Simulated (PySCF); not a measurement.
**Correlation energy of Tl (thallium, neutral)**

[Xe] 4f14 5d10 6s2 6d1, 2D determinant (an excited configuration). All numbers are calculated (PySCF 2.14, scalar relativity through the core potential, in aug-cc-pwCVTZ-PP with ECP60MDF). Frozen: 5s2 5p6 5d10; 3 electrons correlated.

| level | correlation energy (mhartree) |
| --- | --- |
| CCSD | -34.12 |
| (T) | -0.60 |
| CCSD(T) | -34.72 |

Diagnostics: T1 = 0.024, D1 = 0.0572, largest double amplitude 0.095.

Spin-orbit coupling, absent here, splits the open shell strongly. The outer electron is Rydberg-like, and this basis confines it to a smaller radius and binds it less than a complete one would.

Cost of the coupled-cluster step: about 20 core-seconds, for 3 correlated electrons.
